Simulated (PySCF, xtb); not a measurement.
Si(H)(Br)(Me)(vinyl) (C₃H₇BrSi), SMILES C=C[SiH](C)Br. One conformer was computed; it need not be the lowest.

Harmonic wavenumbers (cm⁻¹) from xtb 6.7.1 with GFN2-xTB at its own minimum, in rising order: 57, 113, 118, 146, 184, 343, 399, 483, 639, 645, 703, 776, 828, 837, 928, 1009, 1024, 1276, 1377, 1422, 1476, 1479, 1666, 2277, 3023, 3029, 3033, 3040, 3080, 3102.

### Question
What does PBE-D3(BJ)/def2-SVP in PySCF 2.14.0 give at its own minimum? (Estimate from the structure and the level; the computed values follow.)

### Answer
80, 130, 161, 165, 212, 340, 411, 483, 620, 660, 710, 737, 809, 868, 951, 969, 993, 1212, 1227, 1365, 1374, 1381, 1624, 2159, 2976, 3041, 3056, 3076, 3092, 3147. Paired by order, the mean absolute difference is 39 cm⁻¹ and the zero-point energies are 55.1 and 54.4 kcal/mol.
